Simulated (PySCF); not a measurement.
## Indirect couplings

Geometry:
| atom | x (Å) | y (Å) | z (Å) |
| --- | --- | --- | --- |
| Ge1 | 0.006 | 0.018 | -0.692 |
| N2 | 0.120 | 0.233 | 1.131 |
| H3 | 0.685 | -0.476 | 1.592 |
| H4 | -0.782 | 0.269 | 1.600 |
| H5 | 1.447 | 0.004 | -1.229 |
| H6 | -0.767 | 1.229 | -1.244 |
| H7 | -0.709 | -1.277 | -1.157 |

Method: PBE/pcJ-1 (pcSseg-1 on Ge)//PBE0-D3(BJ)/def2-SVP, PySCF 2.14; isolated molecule, single conformer, non-relativistic. Couplings are averaged over pairs made equivalent by symmetry, fast rotation or ring inversion, so a value needn't be that of the named pair in this geometry, while other rotamers aren't included; one pair stands for each set, and the list holds those of at least 1.5 Hz over up to four bonds.

Isotopes: $^{15}$N, $^{1}$H.

```json
{"pair": "N2, H3", "bonds": "1", "J (Hz)": "?"}
{"pair": "N2, H5", "bonds": "2", "J (Hz)": "-4.6"}
{"pair": "H3, H4", "bonds": "2", "J (Hz)": "-5.6"}
{"pair": "H5, H6", "bonds": "2", "J (Hz)": "?"}
{"pair": "H3, H5", "bonds": "3", "J (Hz)": "2.5"}
```

Estimate the withheld couplings, with signs.

Results:


- $^{1}J$(N2,H3) = -62.7 Hz (bond length 1.017 Å)
- $^{2}J$(H5,H6) = 13.4 Hz (mean over equivalent pairs that range from 5.5 to 18.0 Hz in this conformer)

Relativistic effects of the heavier atoms present are left out.
